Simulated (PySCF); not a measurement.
Work out the structure from these simulated measurements.

Formula: C2H8F2SSi2.

| Quantity | Value |
| --- | --- |
| 1H NMR | chemical shifts (computed TMS as zero) by class: 5.21 (2 H), 5.21 (2 H), 2.36 (3 H), 1.58 (1 H) ppm [GIAO PBE0/pcSseg-1] |
| UV, first state | lowest singlet excitation: 5.23 eV (237 nm, f = 0.003) [TDDFT CAM-B3LYP/def2-SVPD] |
| UV, strongest line | among the 8 lowest singlet transitions: S7 at 7.36 eV (169 nm, f = 0.057) [TDDFT CAM-B3LYP/def2-SVPD] |
| Rotational structure | rotational constants A, B, C: 1.709, 1.037, 0.703 GHz [GFN2-xTB] |
| 13C NMR | chemical shifts (computed TMS as zero) by class: 25.2 (1 C), 23.5 (1 C) ppm [GIAO PBE0/pcSseg-1] |
| Polarisability | 94.1 au [CAM-B3LYP/def2-SVPD] |
| Dipole | 1.24 D [CAM-B3LYP/def2-SVPD] |
| NMR, other nuclei | isotropic shieldings of nuclei other than C and H, by class: 389 (2 F), 346 (2 Si), 588 (1 S) ppm [GIAO PBE0/pcSseg-1] |

Gas-phase values; electronic properties from PySCF, density fitting. Levels stand in brackets. Isolated species at its GFN2-xTB geometry (one conformer only). NMR values are class means; diastereotopic atoms form classes of their own.

Task: What is the compound? Reason from the data.

Result: Numbering: `[CH3:1][S:2][CH:3]([SiH2:4][F:5])[SiH2:6][F:7]`. Its formula, C2H8F2SSi2, gives 0 degrees of unsaturation, so no ring and no π bond. 2 carbons fall into 2 classes; from least to most shielded: S-methyl carbon [C1] (25.2 ppm), sp3 carbon bound to sulfur [C3] (23.5 ppm). Hydrogen classes from least to most shielded: 2 H on 2 fluorine-bound silicons, Si4/Si6 (5.21 ppm), 2 H on 2 fluorine-bound silicons, Si4/Si6 (5.21 ppm, a mean of values up to 0.9 ppm apart in this geometry), 3 H on an S-methyl carbon, C1 (2.36 ppm, a mean of values up to 1.0 ppm apart in this geometry), 1 H on an sp3 carbon bound to sulfur, C3 (1.58 ppm). The other shieldings belong to: 389 ppm, silicon-bound fluorine [F5/F7]; 346 ppm, fluorine-bound silicon [Si4/Si6]; 588 ppm, sulfide sulfur [S2]. The optimised geometry has point group C1 and is an asymmetric top. Structure: `CSC([SiH2]F)[SiH2]F`. Computed isomers that give other values at the same levels: `FC(F)CS[SiH2][SiH3]` (13C chemical shifts (computed TMS as zero) by class: 126.1 (1 C), 42.0 (1 C) ppm); `F[C@@H](C[SiH3])[Si@@H](F)S` (13C chemical shifts (computed TMS as zero) by class: 93.6 (1 C), 14.4 (1 C) ppm); `CC[Si@H](F)S[SiH2]F` (13C chemical shifts (computed TMS as zero) by class: 15.2 (1 C), 8.4 (1 C) ppm). The assignments are read from this structure; whether some other isomer fits the data as well wasn't checked.

Conformer computed: `[CH3:1][S:2][CH:3]([SiH2:4][F:5])[SiH2:6][F:7]`: C1–S2–C3–Si4 82°, S2–C3–Si4–F5 -66°, S2–C3–Si6–F7 -175°.
